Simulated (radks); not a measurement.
The sulfur ion S6+, [Ne]. All-electron calculation, non-relativistic Kohn-Sham, PBE, spin-polarised, spherical densities, point nucleus. Program: a radial shooting solver on a logarithmic mesh with Libxc functionals. Every spin shell is full or empty, so the densities are truly spherical. Functionals are evaluated on that one density, not self-consistently. Rank these exchange functionals by their error against the exact value of the orbitals, and give that value: LDA, B88, PBEsol, revPBE, RPBE, PW91, PW86, G96, APBE, revTPSS.

Answer. Exact: -22.6916 hartree. From best to worst, with 100 (|E| - |E exact|)/|E exact| (equal figures are ties): G96 0.00, RPBE -0.14, B88 -0.17, PW86 +0.26, revPBE -0.28, APBE +0.35, PW91 -0.38, revTPSS -0.52, PBEsol -3.80, LDA -8.51.
